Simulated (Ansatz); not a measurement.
Mulliken charges of BrClH4N2Si (`N[Si](N)(Cl)Br`) from PBE/def2-TZVPP in Ansatz (PBE0-D4/def2-TZVP geometry).

```tsv
atom	x (Å)	y (Å)	z (Å)	charge (e)
N1	-0.571	1.271	-0.471	-0.364
Si2	0.240	-0.205	-0.327	0.536
N3	-0.031	-0.832	1.218	-0.364
Cl4	-0.437	-1.327	-1.912	-0.224
Br5	2.457	-0.148	-0.526	-0.228
H6	-0.403	2.000	0.204	0.162
H7	-0.804	1.635	-1.380	0.160
H8	-0.973	-0.948	1.556	0.162
H9	0.611	-1.493	1.621	0.161
```

**Question.** By hand: the dipole of these point charges (1 e Å = 4.8032 D).

**Answer.** Σ q r = (-0.368, 0.253, 0.426) e Å, of length 0.617 e Å = 2.96 D.

**Question.** How does the dipole of the full density compare? (Estimate.)

**Answer.** Ansatz gave: (-0.302, 0.213, 0.345) e Å, 2.43 D; the point charges give 1.22 times that, at 1° from its direction.

Point charges leave out the atoms' own dipoles, such as those of lone pairs, and Mulliken's split depends on the basis, so the two needn't agree.
